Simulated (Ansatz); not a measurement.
`[F][Ga]([F])[NH][GaH2]` + CH₃NH₂ → `C[NH][Ga]([F])[F]` + `[NH2][GaH2]` at 600 K and 1 bar (ligand exchange at a Ga–N bond).

Computed with Ansatz on PBE0-D4/def2-TZVP structures; ΔE is electronic, products minus reactants. CBS: MP2 limit from def2 TZ/QZ plus the TZ coupled-cluster correction, frozen cores. For Ga outer-core shells are correlated without core-valence functions, which leaves a few kJ/mol of doubt a bond. Scalar relativity is left out up to krypton. Each species was taken in one conformer, which may not be the lowest.

```json
{"species": "`[F][Ga]([F])[NH][GaH2]`", "CCSD(T)/CBS energy (Eh)": "-4104.09173", "H − E (kJ/mol)": "151.9", "S (J/(mol·K))": "474.6"}
{"species": "CH₃NH₂", "CCSD(T)/CBS energy (Eh)": "-95.75281", "H − E (kJ/mol)": "199.3", "S (J/(mol·K))": "283.8"}
{"species": "`C[NH][Ga]([F])[F]`", "CCSD(T)/CBS energy (Eh)": "-2218.78622", "H − E (kJ/mol)": "211.5", "S (J/(mol·K))": "441.9"}
{"species": "`[NH2][GaH2]`", "CCSD(T)/CBS energy (Eh)": "-1981.05479", "H − E (kJ/mol)": "138.9", "S (J/(mol·K))": "317.7"}
```

H − E and S are ideal-gas, rigid-rotor, harmonic terms from PBE0-D4/def2-TZVP, for one conformer and one mirror image of each species. 1 Eh = 2625.50 kJ/mol, R = 8.31446 J/(mol·K).

By hand: ΔE, ΔH, ΔS and ΔG.

ΔE = (-2218.78622) + (-1981.05479) − (-4104.09173) − (-95.75281) = 0.00353 Eh = 9.3 kJ/mol. Δ(H − E) = 211.5 + 138.9 − 151.9 − 199.3 = -0.8, so ΔH = 8.5 kJ/mol. ΔS = 441.9 + 317.7 − 474.6 − 283.8 = 1.2 J/(mol·K). ΔG = 8.5 − 600 × (1.2)/1000 = 7.8 kJ/mol.

By hand: the equilibrium constant, and the temperature at which ΔG would vanish if ΔH and ΔS stayed fixed.

log₁₀ K = −ΔG/(RT ln 10) = -0.7. ΔG = 0 at ΔH/ΔS = 7083 K, far beyond where these terms or the molecules hold.

The number of gas molecules stays the same, so ΔS is small and ΔH decides. A doubt of 5 kJ/mol in ΔE shifts log₁₀ K by 0.4 here. Other conformers and mirror images would add mixing entropy, several J/(mol·K) or more a flexible species. These are equilibria of isolated gas molecules and say nothing of rates. Largest T1 diagnostic: 0.014 (customary marks: 0.02 for closed shells, 0.045 for open ones).
